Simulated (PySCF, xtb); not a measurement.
ZrI4, SMILES [I][Zr]([I])([I])[I], multiplicity 1.

Harmonic wavenumbers (cm⁻¹) from xtb 6.7.1 with GFN2-xTB at its own minimum, in rising order: 31, 31, 32, 32, 32, 160, 272, 272, 272.

What does PBE0-D3(BJ)/def2-SVP (PySCF 2.14.0) give at its own minimum? (An estimate is asked for; the answer gives what the named calculation found.)

43, 43, 53, 53, 53, 166, 265, 265, 265. Paired by order, the mean absolute difference is 12 cm⁻¹ and the zero-point energies are 1.6 and 1.7 kcal/mol.
